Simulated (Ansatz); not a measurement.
Species: H$_{6}$Cl$_{2}$Si$_{3}$, SMILES `[SiH3][SiH2][SiH](Cl)Cl` (Si–Si–Si–Cl torsion 55°) (charge 0, multiplicity 1).

**Question.** Give a relaxed geometry from PBE-D3(BJ)/def2-TZVP (Ansatz, a quantum-chemistry and plane-wave program).

**Answer.** Several could match; the one computed here: the end point of this relaxation, one of several conformers (outside a Z-matrix the atoms follow the SMILES, hydrogens last).
Z-matrix (Å, degrees):
```
Si
H 1 1.4967
H 1 1.4983 2 109.20
Si 1 2.3414 2 107.96 3 -117.49
H 4 1.4913 1 114.31 2 174.84
Cl 4 2.0688 5 106.99 1 123.17
Cl 4 2.0714 5 106.86 6 116.96
Si 1 2.3468 2 111.32 3 123.09
H 8 1.4942 1 109.53 2 55.63
H 8 1.4959 9 109.35 1 121.33
H 8 1.4961 9 109.15 10 119.03
```
